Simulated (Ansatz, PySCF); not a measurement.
Ga(I)2(OH) (GaHI2O), SMILES [I][Ga]([OH])[I]. Atoms are numbered in the order given.

```xyz
5

Ga     0.7460     0.0085     0.0000
I     -0.4391    -2.1703     0.0000
I     -0.4328     2.1698     0.0000
O      2.5190     0.0712     0.0000
H      2.9345    -0.8030     0.0000
```
Charge 0, spin multiplicity 1.

The structure is a stationary point at r2SCAN-D4/def2-SVP. The structure was generated by enumeration; whether it is a known compound was not checked. The def2 effective core potentials stand for the cores of I; spin–orbit coupling is left out. One conformer was computed; it need not be the lowest.

Vertical ionisation energy (IE) and electron affinity (EA) in eV. Rows of orbital energies are one-electron estimates. Where ΔSCF, EOM or ADC give a negative EA the extra electron is unbound and the value depends on the basis.

```
level                                                                  IE    EA
-------------------------------------------------------------------  ----  ----
−ε(HOMO), −ε(LUMO), M06-2X/def2-TZVP (PySCF)                         9.04  1.21
−ε(HOMO), −ε(LUMO), PBE/def2-TZVP (PySCF)                            6.73  2.87
ΔSCF, PBE0/def2-SVPD (Ansatz), final states of multiplicity 2 and 2  9.76  0.69
ΔSCF, PBE/def2-SVPD (Ansatz), final states of multiplicity 2 and 2   9.38  0.81
```

Q: What vertical singlet–triplet gap does ΔSCF give with PBE0/def2-SVPD (Ansatz, a first-principles code) and with PBE/def2-SVPD (Ansatz)? (An estimate is asked for; the answer gives what the named calculation found.)

A: 4.27 and 3.85 eV (triplet above singlet where positive).
